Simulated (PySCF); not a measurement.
This script is equivalent to a calculation on Br²⁺ (bromine, charge +2).

```python
from pyscf import gto, scf, dft, mp, cc
import basis_set_exchange as bse
mol = gto.M(atom="Br 0 0 0", charge=2, spin=3, symmetry="D2h",
            basis=gto.basis.parse(bse.get_basis("aug-cc-pVDZ-DK", elements=["Br"], fmt="nwchem", header=False)),
            nucmod="G")
mf = dft.UKS(mol, xc="TPSS").sfx2c1e()
mf.irrep_nelec = {'Ag': (6, 6), 'B1g': (1, 1), 'B2g': (1, 1), 'B3g': (1, 1), 'B1u': (3, 2), 'B2u': (3, 2), 'B3u': (3, 2)}
mf.kernel()
```

Task: What total energy does it give?

Result: -2604.796 hartree (calculated).

Task: Which occupied shell lies highest, and where?

Result: 4p α, at -29.594 eV.

Task: What is ⟨S²⟩, and what would a pure spin state give?

Result: 3.750, against 3.75.
